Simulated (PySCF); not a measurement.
Species: C8H7FSi.
InChI=1S/C8H7FSi/c9-7-2-1-3-8-6(7)4-5-10-8/h1-5H,10H2

All values: B3LYP/def2-SVPD (PySCF, non-relativistic), on one gas-phase PBE0-D3(BJ)/def2-SVP geometry that isn't relaxed in the solvent. The solvent is an IEF-PCM continuum (Bondi radii, 1.10 Å for H, scaled by 1.2), and excitations are vertical TDDFT with non-equilibrium linear response and a frozen core. Only the electrostatic response of the medium enters.

Gas-phase singlets (H = HOMO, L = LUMO):

| state | E (eV) | λ (nm) | f | leading configuration |
| --- | --- | --- | --- | --- |
| S1 | 4.189 | 296 | 0.109 | H→L 89% |
| S2 | 4.636 | 267 | 0.011 | H-1→L 80% |
| S3 | 5.566 | 223 | 0.278 | H→L+1 71% |
| S4 | 5.699 | 218 | 0.001 | H-3→L 98% |
| S5 | 5.958 | 208 | 0.001 | H→L+2 97% |

Q: What are the lowest 5 singlets in acetonitrile (ε = 35.69)?

A: 
| state | E (eV) | λ (nm) | f | leading configuration | change by rank (eV) |
| --- | --- | --- | --- | --- | --- |
| S1 | 4.167 | 298 | 0.151 | H→L 91% | -0.022 |
| S2 | 4.633 | 268 | 0.014 | H-1→L 80% | -0.003 |
| S3 | 5.510 | 225 | 0.406 | H→L+1 73% | -0.056 |
| S4 | 5.657 | 219 | 0.001 | H-3→L 98% | -0.042 |
| S5 | 6.050 | 205 | 0.059 | H-2→L 52% | +0.092 |

Q: How do the frontier levels move from gas to acetonitrile?

A: 
```csv
orbital,gas (eV),solvent (eV),change (eV)
LUMO+2,0.22,0.39,+0.17
LUMO+1,-0.71,-0.66,+0.05
LUMO,-1.83,-1.77,+0.06
HOMO,-6.57,-6.53,+0.04
HOMO-1,-7.20,-7.16,+0.04
HOMO-2,-8.64,-8.59,+0.05
HOMO-3,-8.72,-8.62,+0.10
```

The HOMO–LUMO gap goes from 4.74 to 4.76 eV.
